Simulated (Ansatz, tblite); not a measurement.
Cost and result up the ladder for MnF₃ (4 atoms). The state is a quintet with charge 0. Geometry: r2SCAN-D4/def2-TZVP.

Cartesian coordinates in Å:
```
Mn 0.098 0.065 0.155
F -0.769 -0.510 -1.217
F 1.602 -0.823 0.168
F -0.931 1.268 0.894
```

Ansatz on 2 threads of Intel Xeon 6975P-C on a shared host; xTB runs through tblite on one thread. Times are rough, summed over both states, and most runs start from the orbitals of an earlier one. No level here is sound enough to serve as a yardstick. The other state is a quartet, and no other spin of it was run.

The xTB rows come from tblite. B3LYP takes the VWN-RPA correlation.

Run but left out: HF/def2-TZVPP, r2SCAN0-D4/def2-TZVP, BHLYP-D4/def2-TZVP, MP2/def2-TZVPP, CCSD/def2-TZVPP, CCSD(T)/def2-TZVPP (charge +1 quartet: ⟨S²⟩ 4.08 to 5.49, where a pure state has 3.75).

Raw xTB energies of ions are shifted by several eV, and xTB has no spin-polarisation term.

| level | functions | vertical IE (eV) | remarks |
| --- | --- | --- | --- |
| B3LYP-D4/def2-TZVP (with forces) | 138 | 12.47 | spin-contaminated (⟨S²⟩ 3.90) (+1 quartet) |
| r2SCAN-D4/def2-TZVP | 138 | 11.91 | spin-contaminated (⟨S²⟩ 3.92) (+1 quartet) |
| GFN2-xTB | 21 | 14.78 | – |
| r2SCANh-D4/def2-TZVP | 138 | 12.38 | spin-contaminated (⟨S²⟩ 3.97) (+1 quartet) |
| PBE0-D4/def2-TZVP (with forces) | 138 | 12.62 | spin-contaminated (⟨S²⟩ 3.95) (+1 quartet) |
| PBE-D4/def2-TZVP | 138 | 11.25 | – |
| LDA (SPW92)/def2-TZVP | 138 | 11.47 | – |
| GFN1-xTB | 21 | 18.61 | – |

Estimate how long each takes.

GFN2-xTB 0.004 s; GFN1-xTB 0.009 s; LDA (SPW92)/def2-TZVP 1.7 s; PBE-D4/def2-TZVP 3 s; r2SCAN-D4/def2-TZVP 5.5 s; B3LYP-D4/def2-TZVP (with forces) 6.1 s; PBE0-D4/def2-TZVP (with forces) 6.3 s; r2SCANh-D4/def2-TZVP 6.7 s. On shared hardware such times vary by a factor of up to 3.
